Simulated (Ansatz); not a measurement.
Reactions of `OC(F)Cl`.

Computed with Ansatz on PBE0-D4/def2-TZVP structures; ΔE is electronic, products minus reactants. CBS: MP2 limit from def2 TZ/QZ plus the TZ coupled-cluster correction, frozen cores. This one scheme is used for every species. DFT in def2-TZVPP. def2 core potentials past Kr. For Br, Te outer-core shells are correlated without core-valence functions, which leaves a few kJ/mol of doubt a bond. Scalar relativity is left out up to krypton. Each species was taken in one conformer, which may not be the lowest.

| reaction | CCSD(T)/CBS(def2) (eV) |
| --- | --- |
| `OC(F)Cl` + HBr → `FC(Cl)Br` + H₂O | 0.29 |
| `OC(F)Cl` + H₂ → `OCF` + HCl | -0.68 |
| `OC(F)Cl` + H₂Te → `OC(F)[TeH]` + HCl | -0.04 |
| `OC(F)Cl` + H–F → `FC(F)Cl` + H₂O | ? |

Task: Fill in the missing values. (Estimate.)

Result: Ansatz gave: `OC(F)Cl` + H–F → `FC(F)Cl` + H₂O: +0.17 eV.

Largest T1 diagnostic: 0.012, for `OC(F)[TeH]`.
